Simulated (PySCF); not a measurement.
Vertical excitations of a molecule C4H7BFN from TDA-LC-ωPBE/def2-SVPD (PySCF), as energy in eV (oscillator strength): 5.62 (0.000), 6.35 (0.000), 6.76 (0.398), 7.26 (0.000), 7.75 (0.027), 7.84 (0.092), 8.13 (0.009), 8.34 (0.964), 8.64 (0.007), 8.68 (0.002). Lowest triplet (TDA): 4.07 eV. The structure is a stationary point at r2SCAN-D4/def2-SVP. One conformer was computed; it need not be the lowest.

Question: Which molecule gave these data?
A. CC#CB(F)NC
B. C=C=CB(F)NC
C. C[C@H]1CN=CB1F
D. NB(F)[C@@H]1C=CC1

Answer: B, C=C=CB(F)NC
